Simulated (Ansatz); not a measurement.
BiH2Me (CH5Bi). The state is a triplet with charge 0. Geometry PBE-D4/def2-TZVP, that of the neutral singlet; atoms count from 1.

```tsv
atom	x (Å)	y (Å)	z (Å)
Bi1	0.8667	-0.8166	-0.8792
H2	1.0194	0.7489	-1.7766
H3	2.1487	-0.2731	0.2787
C4	-0.8114	-0.0029	0.4433
H5	-1.7214	0.0663	-0.1638
H6	-0.5344	0.9829	0.8278
H7	-0.9676	-0.7055	1.2699
```

In the def2 sets Bi takes a core potential; there is no spin–orbit coupling. At PBE0-D4/def2-TZVP a singlet of charge 0 lies 4.78 eV below the triplet at the same geometry.

(1) Estimate the Mulliken populations from the PBE0/def2-TZVP orbitals of Ansatz.

(2) Where does the spin sit?

Answers

(1) 
```
atom  charge (e)  spin (α − β)
 Bi1       -0.04          1.43
  H2       -0.02         -0.01
  H3       -0.02         -0.01
  C4       -0.31          0.51
  H5        0.13          0.01
  H6        0.13          0.05
  H7        0.13          0.01
```
Mulliken values depend strongly on the basis.

(2) Summed by element: Bi 1.43, H 0.06, C 0.51, of 2 unpaired in all. Largest on single atoms: Bi1 1.43, C4 0.51, H6 0.05.
